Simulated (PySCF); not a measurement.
Spectrum to structure. Theory: TDDFT CAM-B3LYP/def2-SVPD, vertical, gas phase, core orbitals frozen in the response (PySCF 2.14.0, density-fitted response routines). Geometries: GFN2-xTB, one conformer each.

| state | E (eV) | λ (nm) | f |
| --- | --- | --- | --- |
| S1 | 5.75 | 215.5 | 0.0019 |
| S2 | 5.85 | 212.1 | 0.196 |
| S3 | 6.43 | 192.8 | 0.017 |
| S4 | 6.67 | 185.7 | 0.021 |
| S5 | 6.82 | 181.9 | 0.038 |
| S6 | 7.13 | 174.0 | 0.0094 |
| S7 | 7.15 | 173.3 | 0.0026 |
| S8 | 7.34 | 169.0 | 0.0042 |

Orbital energies (eV): HOMO-3 -11.20, HOMO-2 -10.93, HOMO-1 -9.41, HOMO -7.11, LUMO 1.35, LUMO+1 1.73, LUMO+2 1.91.

**Question.** Which structure fits? All have the formula C6H8O2.
A. `CCOc1ccco1`
B. `CO[C@H]1C(=O)C=C1C`
C. `C=CC(=O)C(=O)CC`

**Answer.** A. Its S1, at 5.75 eV, is the highest among the candidates; the nearest of the others has S1 at 3.91 eV. S1 is HOMO→LUMO (77%), HOMO→LUMO+2 (10%). Löwdin shares by element: HOMO carbon 60% or more, oxygen 16% or more (atoms not listed hold the other 24%); LUMO carbon 31% or more, oxygen 8% or more, hydrogen 7% or more (atoms not listed hold the other 53%). At the same level the other candidates give, for their lowest levels:
- `CO[C@H]1C(=O)C=C1C`: 3.91 eV (f 0.001); 5.99 eV (f 0.004); 6.26 eV (f 0.219); 6.48 eV (f 0.079); 6.83 eV (f 0.015); T1 3.51 eV; HOMO -8.20, LUMO -0.16 eV
- `C=CC(=O)C(=O)CC`: 2.67 eV (f 0.000); 4.49 eV (f 0.000); 5.25 eV (f 0.179); 5.74 eV (f 0.000); 6.80 eV (f 0.000); T1 2.18 eV; HOMO -8.69, LUMO -1.74 eV

Conformer computed: `[CH3:1][CH2:2][O:3][c:4]1[cH:5][cH:6][cH:7][o:8]1`: C1–C2–O3–C4 73°, C2–O3–C4–C5 -169°.
Triplets come from the Tamm–Dancoff approximation.
